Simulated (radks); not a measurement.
Spherical quantum dot in the effective-mass picture: electrons in a hard-walled sphere of radius 2.2, with a point charge +2 (a donor) at the centre, all in effective atomic units (hartree* = m*/eps^2 hartree, bohr* = eps/m* bohr), one dielectric constant everywhere. Calculated with a radial shooting solver with Libxc functionals: non-relativistic Kohn-Sham, LDA (Slater exchange, Perdew-Wang correlation), spin-polarised, spherical densities. Levels are named by radial order and angular momentum (1s, 1p, 1d, 2s, ...), and open shells are averaged over m. Each electron was tried in the lowest free levels, single moves between levels near the top were tried too, and the lowest total energy was kept; such a search can miss a lower state. At N = 1 the Hartree and exchange-correlation terms need not cancel, so that row can carry a self-interaction error.

\begin{tabular}{lrrrrrrr}
N & open shells & 2S & E (hartree*) & mu = E(N) - E(N-1) (hartree*) & addition energy mu(N+1) - mu(N) (hartree*) & e(HOMO) (hartree*) & rms radius (bohr*) \\ \hline
1 & 1s(up 1, down 0) & 1 & -1.89880 & -1.8988 & 1.174 & -1.4358 & 0.7970 \\
2 & none & 0 & -2.62328 & -0.72448 & 2.546 & -0.31280 & 0.8765 \\
3 & 1p(up 1, down 0) & 1 & -0.801884 & 1.8214 & 0.5949 & 2.1126 & 1.056 \\
4 & 1p(up 2, down 0) & 2 & 1.61437 & 2.4163 & 0.6161 & 2.7228 & 1.143 \\
5 & 1p(up 3, down 0) & 3 & 4.64669 & 3.0323 & 0.8020 & 3.3426 & 1.198 \\
6 & 1p(up 3, down 1) & 2 & 8.48105 & 3.8344 & 0.5809 & 4.1206 & 1.238 \\
7 & 1p(up 3, down 2) & 1 & 12.8963 & 4.4152 & 0.5965 & 4.7121 & 1.269 \\
8 & none & 0 & 17.9080 & 5.0118 & 1.585 & 5.3122 & 1.294 \\
9 & 2s(up 1, down 0) & 1 & 24.5047 & 6.5967 & 0.8263 & 6.9423 & 1.310 \\
10 & none & 0 & 31.9277 & 7.4230 & 0.6725 & 7.7897 & 1.318 \\
11 & 1d(up 2, down 0) 2s(up 1, down 0) & 3 & 40.0232 & 8.0955 & 0.5169 & 8.3273 & 1.359 \\
12 & 1d(up 3, down 0) 2s(up 1, down 0) & 4 & 48.6356 & 8.6124 & 0.5710 & 8.8977 & 1.378 \\
13 & 1d(up 4, down 0) 2s(up 1, down 0) & 5 & 57.8189 & 9.1833 & 0.5717 & 9.4691 & 1.395 \\
14 & 1d(up 5, down 0) 2s(up 1, down 0) & 6 & 67.5739 & 9.7550 & 0.7472 & 10.041 & 1.410 \\
15 & 1d(up 5, down 1) 2s(up 1, down 0) & 5 & 78.0761 & 10.502 & 0.5545 & 10.779 & 1.423 \\
16 & 1d(up 5, down 2) 2s(up 1, down 0) & 4 & 89.1328 & 11.057 & 0.5579 & 11.335 & 1.435 \\
17 & 1d(up 5, down 3) 2s(up 1, down 0) & 3 & 100.747 & 11.615 & 0.5601 & 11.894 & 1.446 \\
18 & 1d(up 5, down 4) 2s(up 1, down 0) & 2 & 112.922 & 12.175 & 0.5614 & 12.455 & 1.456 \\
19 & 2s(up 1, down 0) & 1 & 125.658 & 12.736 & 0.7429 & 13.017 & 1.465 \\
20 & none & 0 & 139.137 & 13.479 & 1.811 & 13.864 & 1.462 \\
21 & 1f(up 1, down 0) & 1 & 154.428 & 15.290 & 0.5471 & 15.564 & 1.473 \\
22 & 1f(up 2, down 0) & 2 & 170.265 & 15.837 & 0.5479 & 16.111 & 1.482 \\
23 & 1f(up 3, down 0) & 3 & 186.650 & 16.385 & 0.5484 & 16.660 & 1.491 \\
24 & 1f(up 4, down 0) & 4 & 203.584 & 16.934 & 0.5488 & 17.208 & 1.500 \\
25 & 1f(up 5, down 0) & 5 & 221.067 & 17.483 & 0.5490 & 17.757 & 1.507 \\
26 & 1f(up 6, down 0) & 6 & 239.098 & 18.032 & 0.5491 & 18.306 & 1.515 \\
27 & 1f(up 7, down 0) & 7 & 257.679 & 18.581 & 0.6966 & 18.855 & 1.521 \\
28 & 1f(up 7, down 1) & 6 & 276.956 & 19.277 & 0.5416 & 19.548 & 1.528 \\
29 & 1f(up 7, down 2) & 5 & 296.775 & 19.819 & 0.5424 & 20.090 & 1.534 \\
30 & 1f(up 7, down 3) & 4 & 317.137 & 20.361 & 0.5431 & 20.633 & 1.540 \\
31 & 1f(up 7, down 4) & 3 & 338.041 & 20.904 & 0.5435 & 21.176 & 1.545 \\
32 & 1f(up 7, down 5) & 2 & 359.489 & 21.448 & 0.5438 & 21.720 & 1.550 \\
33 & 1f(up 7, down 6) & 1 & 381.481 & 21.992 & 0.5440 & 22.264 & 1.555 \\
34 & none & 0 & 404.016 & 22.536 & 2.165 & 22.808 & 1.560 \\
35 & 1g(up 1, down 0) & 1 & 428.717 & 24.701 & 0.5353 & 24.968 & 1.565 \\
36 & 1g(up 2, down 0) & 2 & 453.953 & 25.236 & 0.5356 & 25.504 & 1.570 \\
37 & 1g(up 3, down 0) & 3 & 479.725 & 25.772 & - & 26.039 & 1.575 \\
\end{tabular}

All shells are closed at N = 2, 8, 10, 20, 34 (there: 1s2 1p6 1d10 2s2 1f14); the second difference of the energy has clear peaks (12 % above both neighbours; the first and last values, which can be the largest, are not judged, and half-filled shells can peak too) at N = 2, 5, 8, 14, 20, 27, 34.
